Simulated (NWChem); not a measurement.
BHSeF2; SMILES B([SeH])(F)F

```xyz
5

B      0.0047    -0.9491     0.0000
F      1.1359    -1.6238     0.0000
F     -1.1272    -1.6234     0.0000
Se     0.0601     0.9899     0.0000
H     -1.4037     1.1153     0.0000
```
Atoms are numbered in this order, from 1.

Level: PBE0/def2-SVP (NWChem), optimised geometry, unscaled harmonic frequencies. This build's default masses of Se (78.918 u) and Br (79.917 u) are each other's, which moves their modes by up to 0.6 %.

**Question.** List the harmonic frequencies with IR intensities, and the thermochemistry.

**Answer.** 
```json
[
 {"frequency (cm⁻¹)": "256", "IR intensity (km/mol)": "1.7"},
 {"frequency (cm⁻¹)": "325", "IR intensity (km/mol)": "9.6"},
 {"frequency (cm⁻¹)": "339", "IR intensity (km/mol)": "3.3"},
 {"frequency (cm⁻¹)": "551", "IR intensity (km/mol)": "25.9"},
 {"frequency (cm⁻¹)": "631", "IR intensity (km/mol)": "28.3"},
 {"frequency (cm⁻¹)": "732", "IR intensity (km/mol)": "10.6"},
 {"frequency (cm⁻¹)": "1231", "IR intensity (km/mol)": "484.1"},
 {"frequency (cm⁻¹)": "1442", "IR intensity (km/mol)": "257.4"},
 {"frequency (cm⁻¹)": "2474", "IR intensity (km/mol)": "4.2"}
]
```

```
Quantity                                                                            Value
-----------------------------------------------------------------------  ----------------
zero-point energy                                                           11.4 kcal/mol
thermal correction to the enthalpy at 298.15 K (with zero-point energy)     14.8 kcal/mol
heat capacity Cv                                                         14.1 cal/(mol K)
entropy at 298.15 K and 1 atm (symmetry number 1)                        72.0 cal/(mol K)
dipole moment                                                                      1.10 D
```

Rigid rotor and harmonic oscillator.
